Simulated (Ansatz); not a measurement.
The molecule SeH, multiplicity 2 (the spin of the measured ground state). No spin–orbit coupling. Se is treated without relativity.

D_e counts from the fitted minimum to each atom's lowest state at the same level, without counterpoise.

Correlated levels freeze the inner cores; with def2 sets outer-core shells near the valence are correlated too.

The values were computed with Ansatz (a first-principles code). Values without a source in brackets are computed.

Question: Estimate the bond energy D_e that wB97X-V/def2-TZVPP returns for this input.

Answer: 79.6 kcal/mol

Question: Predict the bond energy D_e from B2PLYP/def2-TZVPP.

Answer: 77.6 kcal/mol

Question: What is the computed bond energy D_e (CCSD/def2-QZVPP)?

Answer: 77.0 kcal/mol
